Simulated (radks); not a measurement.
The numbers below are computed, except where a source is named.
Mean orbital radii <r> (bohr) of the manganese ion Mn2+, [Ar] 3d5, of relativity; Dirac values are averaged over j with weights 2j + 1. Spin-unpolarised spherical Kohn-Sham, PBE, point nucleus unless stated (finite: rms radius 3.7057 fm), a radial shooting solver on a logarithmic mesh with Libxc functionals. A level marked "c x" has the speed of light scaled by that factor and shares open shells by 2j + 1; other Dirac levels either fill j = l - 1/2 first or share by 2j + 1.

shell  non-rel.
1s      0.06156
2s       0.2824
2p       0.2482
3s       0.8605
3p       0.9073
3d        1.143

Give the values at the level "Dirac, c x 2".

Answer. 
shell  Dirac, c x 2  change of magnitude (%)
1s          0.06140                    -0.27
2s           0.2816                    -0.28
2p           0.2479                    -0.12
3s           0.8584                    -0.24
3p           0.9065                    -0.09
3d            1.145                    +0.12
